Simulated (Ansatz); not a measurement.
Input for Ansatz (an electronic-structure program): U-PBE0/def2-TZVPP on Ni2, 2S+1 = 3, a spin state set in the input, which need not be the lowest.

Ansatz 0.2 input:
```yaml
crystal:
  periodic: [false, false, false]
  atoms:
    - {symbol: Ni, position_ang: [0.00000000, 0.00000000, 0.00000000]}
    - {symbol: Ni, position_ang: [0.00000000, 0.00000000, 2.35600000]}
basis:
  gaussian:
    orbitals: def2-TZVPP
hamiltonian:
  xc: {name: PBE0}
magnetization: {spin_polarized: true, initial_magnetization: 2}
relax: {f_tol: 0.002, max_steps: 120}
```

Question: Give the final energy of this run.

Answer: -3016.1457 hartree.

Question: How many basis functions does it have, and what does it roughly cost on one machine?

Answer: 128 functions; around 3 core-minutes (rough).
